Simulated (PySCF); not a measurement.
A side-by-side comparison of computed properties.

First species: C3FN2 (charge -1).
InChI=1S/C3FN2/c4-3(1-5)2-6/q-1

Second species: C5H5ClO3.
Structure used (GFN2-xTB), in Å, numbered top down from 1:
```
atom  x, y, z in Å
C1    -2.8453    0.7550    0.4590
C2    -2.0245   -0.2352    0.1374
Cl3   -2.6366   -1.8325   -0.1931
O4    -0.6990   -0.0323    0.0608
C5     0.1901   -0.9761   -0.2650
C6     1.5040   -0.7210   -0.3365
C7     2.0970    0.5910   -0.0712
O8     1.5194    1.5983    0.2513
O9     3.4356    0.5561   -0.2335
H10   -3.9053    0.6109    0.5233
H11   -2.4396    1.7289    0.6601
H12   -0.1955   -1.9690   -0.4724
H13    2.1893   -1.5062   -0.6053
H14    3.8098    1.4317   -0.0518
```

Levels: CAM-B3LYP/def2-SVPD for HOMO energy, LUMO energy, HOMO–LUMO gap, static isotropic polarisability and electronic spatial extent ⟨r²⟩ about the centre of nuclear charge; TDDFT CAM-B3LYP/def2-SVPD for lowest singlet excitation; TDA CAM-B3LYP/def2-SVPD for lowest triplet excitation (Tamm–Dancoff); GFN2-xTB for rotational constant A and rotational constant C. Geometries: GFN2-xTB. All species are isolated and taken at one optimised geometry, non-relativistic unless stated. Electronic properties by PySCF.

The conformers computed, where there is a choice (atom-mapped SMILES and torsion angles):
- `[CH2:1]=[C:2]([Cl:3])[O:4]/[CH:5]=[CH:6]\[C:7](=[O:8])[OH:9]`: C1–C2–O4–C5 180°, C2–O4–C5–C6 180°, C5–C6–C7–O8 1°, H–O9–C7–C6 180°

Question: Which of the two has the higher T1 energy, and by how much?

Answer: The second: 3.47 eV against 2.55 eV, a difference of 0.92 eV.

Question: Which of the two has the higher LUMO energy, and by how much?

Answer: The first: 4.72 eV against -0.40 eV, a difference of 5.12 eV.

Question: Which has the higher rotational constant A?

Answer: The first: 6.128 GHz against 3.738 GHz, a difference of 2.390 GHz.

Question: Which of the two has the higher HOMO–LUMO gap, and by how much?

Answer: The second: 7.92 eV against 6.94 eV, a difference of 0.98 eV.

Question: Which has the higher rotational constant C?

Answer: The first: 1.971 GHz against 0.538 GHz, a difference of 1.433 GHz.

Question: Which of the two has the higher S1 energy, and by how much?

Answer: The second: 5.00 eV against 2.94 eV, a difference of 2.06 eV.

Question: Which has the higher ⟨r²⟩?

Answer: The second: 1885 bohr² against 556 bohr², a difference of 1329 bohr².

Question: Which of the two has the higher HOMO energy, and by how much?

Answer: The first: -2.22 eV against -8.32 eV, a difference of 6.10 eV.

On the first: 1 of the 8 computed singlets lies in the visible range (750 to 380 nm, 1.65 to 3.26 eV), with an oscillator strength of 0.000. The principal polarisabilities are 34.6, 45.8 and 84.3 au; their mean is the isotropic value.

On the second: The 8 singlets span 5.00 to 7.33 eV, and their oscillator strengths add up to 0.95. The vertical singlet–triplet gap S1 − T1 is 1.53 eV (TDDFT singlet less Tamm–Dancoff triplet; S1: HOMO−1→LUMO, weight 0.89; T1: HOMO→LUMO, weight 0.75).
